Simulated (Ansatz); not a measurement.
Reaction (cleavage of the Si–In bond): `[SiH3][In]([Cl])[Cl]` + `[SiH3]P` → `[SiH3]P[SiH3]` + `[Cl][InH][Cl]`

Calculated with Ansatz (gas phase, PBE0-D4/def2-TZVP geometries, no zero-point term in ΔE). CCSD(T)/CBS adds triple-zeta CCSD(T) − MP2 to the extrapolated MP2 energy (def2 sets, frozen cores). This one scheme is used for every species. Functionals use def2-TZVPP. B3LYP here is the variant with VWN-RPA as its local correlation; programs differ in this. HSE06 is defined as in plane-wave codes. def2 core potentials past Kr. For In outer-core shells are correlated without core-valence functions, which leaves a few kJ/mol of doubt a bond.

| level | ΔE (kcal/mol) | difference from CCSD(T)/CBS |
| --- | --- | --- |
| LDA (SPW92) | 3.8 | -0.2 |
| PBE-D4 | 4.1 | 0.1 |
| BLYP-D4 | 5.1 | 1.1 |
| r2SCAN-D4 | 3.6 | -0.4 |
| B97M-V | 1.5 | -2.5 |
| PBE0-D4 | 3.6 | -0.4 |
| B3LYP-D4 | 4.8 | 0.8 |
| r2SCANh-D4 | 3.5 | -0.5 |
| r2SCAN0-D4 | 3.4 | -0.6 |
| HSE06-D4 | 3.7 | -0.3 |
| BHLYP-D4 | 4.3 | 0.3 |
| CAM-B3LYP-D4 | 4.4 | 0.4 |
| ωB97X-V | 3.4 | -0.6 |
| ωB97M-V | 3.6 | -0.4 |
| B2PLYP | 5.2 | 1.2 |
| PBE-QIDH | 3.5 | -0.5 |
| PBE | 5.0 | 1.0 |
| revPBE | 5.5 | 1.5 |
| BLYP | 7.1 | 3.1 |
| r2SCAN | 3.8 | -0.2 |
| PBE0 | 4.3 | 0.3 |
| r2SCANh | 3.7 | -0.3 |
| HSE06 | 4.3 | 0.3 |
| BHLYP | 5.3 | 1.3 |
| CAM-B3LYP | 5.1 | 1.1 |
| LC-ωPBE | 2.8 | -1.2 |
| RPA@PBE/def2-TZVPP | 4.4 | 0.4 |
| HF/def2-SVP | 6.4 | 2.4 |
| MP2/def2-SVP | 4.7 | 0.7 |
| CCSD/def2-SVP | 6.3 | 2.3 |
| CCSD(T)/def2-SVP | 6.1 | 2.1 |
| HF/def2-TZVPP | 4.7 | 0.7 |
| MP2/def2-TZVPP | 3.9 | -0.1 |
| SCS-MP2/def2-TZVPP | 4.2 | 0.2 |
| CCSD/def2-TZVPP | 4.4 | 0.4 |
| CCSD(T)/def2-TZVPP | 4.0 | 0.0 |
| MP2/def2-QZVPP | 3.8 | -0.2 |
| SCS-MP2/def2-QZVPP | 4.1 | 0.1 |
| MP2/CBS(def2) | 3.9 | -0.1 |
| CCSD/CBS(def2) | 4.5 | 0.5 |
| CCSD(T)/CBS | 4.0 | 0 |

Largest T1 diagnostic among the species: 0.013.

Leaving LDA and LC-ωPBE aside and taking each functional with its dispersion term where it has one, the values spread over 3.7 kcal/mol, from B97M-V to B2PLYP. LDA lies −1.2 kcal/mol from PBE without D4. From BLYP to BHLYP (50 % exact exchange), in def2-TZVPP and without D4, ΔE moves by −1.8 kcal/mol.
